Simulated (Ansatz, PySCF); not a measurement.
F3Fe, SMILES [F][Fe+]([F])[F] (connectivity only; charge and spin as stated), charge +1, multiplicity 5. Atoms are numbered in the order given.

```xyz
4

Fe     0.0000     0.0000    -0.0985
F      0.0000     0.0000     1.5481
F      0.0000     1.6052    -0.5193
F      0.0000    -1.6052    -0.5193
```
Charge +1, spin multiplicity 5.

Geometry: PBE0-D3(BJ)/def2-SVP. The spin state was assumed, not searched.

Two levels are set side by side: PBE-D3(BJ)/def2-SVP (Ansatz, a program for electronic structure) and PBE0-D3(BJ)/def2-SVP (Ansatz). Each level has its own optimised geometry; the coordinates shown are those of the second. Frequencies come from the Hessian of PySCF at each geometry. Differences are taken from unrounded values.

```csv
quantity,PBE0-D3(BJ),PBE-D3(BJ),PBE-D3(BJ) minus PBE0-D3(BJ)
mean bond length (Å),1.655,1.682,0.027
bond Fe1–F2 (Å),1.647,1.672,0.025
bond Fe1–F3 (Å),1.659,1.687,0.028
bond Fe1–F4 (Å),1.659,1.687,0.028
highest harmonic wavenumber (cm⁻¹),890,813,-77
mean harmonic wavenumber (cm⁻¹),497,459,-38
zero-point energy (kcal/mol),4.26,3.94,-0.32
```

GGA bonds tend to be longer and softer than those of functionals with exact exchange. Differences between two approximate levels are no errors against the true value.
